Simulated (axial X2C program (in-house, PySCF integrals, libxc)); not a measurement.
# Spectroscopic constants of KRb⁻

Computed with an in-house all-electron X2C program for linear molecules (integrals from PySCF). Spin-free means the one-electron spin-free X2C Hamiltonian; two-component (2c) means X2C with spin–orbit coupling and atomic mean-field two-electron Coulomb and Gaunt terms, so the difference of the two also holds small scalar two-electron terms. Basis: Rb dyall-av3z [13s14p9d2f], K dyall-av3z [12s13p5d2f] (cores contracted in-house); Gaussian nuclei, density fitting, unrestricted open shells. Masses: Rb 84.912 u, K 38.964 u.

State, spin-free: M_S = 1/2, Λ = 0 (beyond evenly filled blocks: σα); electrons by block: σα: 15, σβ: 14, π+α: 6, π+β: 6, π-α: 6, π-β: 6, δ+α: 1, δ+β: 1, δ-α: 1, δ-β: 1. Fragments: Rb + K- for PBE0, r2SCAN, PBEsol; Rb- + K for HF.

State, 2c: Ω = 1/2 (⟨Sz⟩ = 0.50, ⟨Lz⟩ = 0.00 at PBE0); electrons by block: 1/2: 21, -1/2: 20, 3/2: 7, -3/2: 7, 5/2: 1, -5/2: 1. Fragments: Rb + K- for PBE0, r2SCAN, PBEsol; Rb- + K for HF.

```
Hamiltonian   level  Re (Å)  ωe (cm⁻¹)  αe (cm⁻¹)  De (eV)  D0 (eV)  k (mdyn/Å)  μ (D)
  spin-free    PBE0   4.657       47.6   0.000166    0.552    0.549      0.0356  -3.78
  spin-free      HF   5.293       39.2   0.000106    0.497    0.495      0.0242  -4.51
  spin-free  r2SCAN   4.746       45.3   0.000183    0.562    0.559      0.0323  -3.93
  spin-free  PBEsol   4.539       49.0   0.000188    0.589    0.586      0.0377  -3.71
         2c    PBE0   4.655       47.6   0.000166    0.552    0.549      0.0357  -3.78
         2c      HF   5.292       39.2   0.000106    0.497    0.495      0.0242  -4.51
         2c  r2SCAN   4.744       45.3   0.000183    0.562    0.560      0.0323  -3.93
         2c  PBEsol   4.537       49.0   0.000188    0.589    0.586      0.0377  -3.70
```

Dipoles are positive if K is the positive end and refer to the centre of mass.

The state is a single determinant with fixed occupations, the lowest that a limited PBE0 search found. De is counted from the lowest determinant-based energies of the atoms at the same level, without counterpoise correction. Density functionals use the spin component along the axis (collinear). The highest occupied level of some functionals is positive through self-interaction error; at Hartree–Fock it is bound. The determinant is spin-polarised beyond a pure state at some levels (its spin-free form has ⟨S²⟩ too high), which makes Re and μ there less reliable. Hartree–Fock gets electron affinities wrong, so its lowest charge split need not be the true one.

No reliable constants came from MP2 (2c), MP2 (spin-free): no minimum in range, unconverged points, a curve that is not smooth, a change of character along it, or the two Hamiltonians disagreeing along it.

Rough cost a point (2c) on 1 thread(s) of a shared host, integrals apart: PBE0 1.5 s, HF 1.3 s, r2SCAN 1.9 s, PBEsol 0.7 s.
